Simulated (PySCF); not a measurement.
BH, SMILES [BH] (connectivity only; charge and spin as stated), neutral, multiplicity 1.

Coordinates come from a PBE0-D3(BJ)/def2-TZVPD optimisation.

Two levels are set side by side: TDA-PBE/def2-TZVPD (PySCF) and TDA-B3LYP/def2-TZVPD (PySCF). Vertical, same geometry. The lowest singlet is HOMO→LUMO 97 % with PBE and HOMO→LUMO+1 98 % with the other functional; states are paired by order. Differences are taken from unrounded values.

```
quantity                               TDA-B3LYP
-------------------------------------  ---------
lowest singlet excitation (eV)              2.89
lowest triplet excitation (TDA) (eV)        1.08
first bright state (f over 0.05) (eV)       5.90
its oscillator strength                     0.10
```

What does TDA-PBE give, and how far is it from TDA-B3LYP? (The exact figures need the calculation; the answer reports its results.)


| quantity | TDA-PBE | TDA-PBE minus TDA-B3LYP |
|---|---|---|
| lowest singlet excitation (eV) | 2.86 | -0.02 |
| lowest triplet excitation (TDA) (eV) | 0.98 | -0.10 |
| first bright state (f over 0.05) (eV) | 5.65 | -0.26 |
| its oscillator strength | 0.10 | 0.00 |

Rough cost on one machine, each run with all the roots and properties that it gave: TDA-B3LYP against TDA-PBE within a factor of 2.
